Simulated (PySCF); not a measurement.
# Eu(SH)2 at several levels of theory

Computed with PySCF 2.14.0 (density fitting, no spin-orbit coupling) at the geometry relaxed with PBE0:

```xyz
5
Eu(SH)2 (singlet in the valence; each metal's 4f electrons, 7 of them, lie in its core potential, out of spins and levels)
Eu    0.0000    0.0000   -0.3669
S     2.4283   -0.1401    0.9066
H     3.1512   -0.2000   -0.2381
S    -2.4283    0.1401    0.9066
H    -3.1512    0.2000   -0.2381
```

| level | basis | state | HOMO (eV) | gap (eV) | charge on Eu1 (e) | population of f-type functions on Eu1 (polarisation alone where 4f lies in the core) | dipole about the centre of mass (D) | largest force component (eV/Å) |
| --- | --- | --- | --- | --- | --- | --- | --- | --- |
| PBE0 | Eu lcecp-0-SVP with ECP53, S def2-SVP, H def2-SVP | singlet | – | – | 0.71 | 0.01 | 8.14 | 0.01 |
| M06-L | the same | singlet | – | – | 0.83 | 0.01 | 8.46 | 0.20 |
| revPBE | the same | singlet | – | – | 0.61 | 0.01 | 7.66 | 0.36 |

In the lcecp rows the 4f levels are missing from HOMO and gap, and the state counts the valence alone.

Charges are Mulliken's, which hang on the basis. The relaxation used the grid (50, 194), these runs (75, 302) or, all-electron (x2c bases, spin-free X2C Hamiltonian), (99, 590).

(1) What does PBE0 with Eu lcecp-0-TZVP with ECP53, S def2-TZVP, H def2-TZVP give here?

An lcecp potential fixes the number of 4f electrons, so in runs with it no electron can move into or out of that shell.

## Answers

(1) state singlet, charge on Eu1 (e) 1.06, population of f-type functions on Eu1 (polarisation alone where 4f lies in the core) 0.02, dipole about the centre of mass (D) 8.06, largest force component (eV/Å) 0.20. Time: 6.4 s on 2 threads of Arm Neoverse V2 (shared host), from free ions and atoms.
